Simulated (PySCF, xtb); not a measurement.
GeBr₃, SMILES [Br][Ge]([Br])[Br], multiplicity 2.

Harmonic wavenumbers (cm⁻¹) from GFN2-xTB (xtb 6.7.1) at its own minimum, in rising order: 63, 63, 80, 205, 219, 219.

Problem. What does PBE-D3(BJ)/def2-SVP (PySCF 2.14.0) give at its own minimum? (The exact figures need the calculation; the answer reports its results.)

Solution. 76, 76, 104, 237, 295, 295. Paired by order, the mean absolute difference is 39 cm⁻¹ and the zero-point energies are 1.2 and 1.5 kcal/mol.
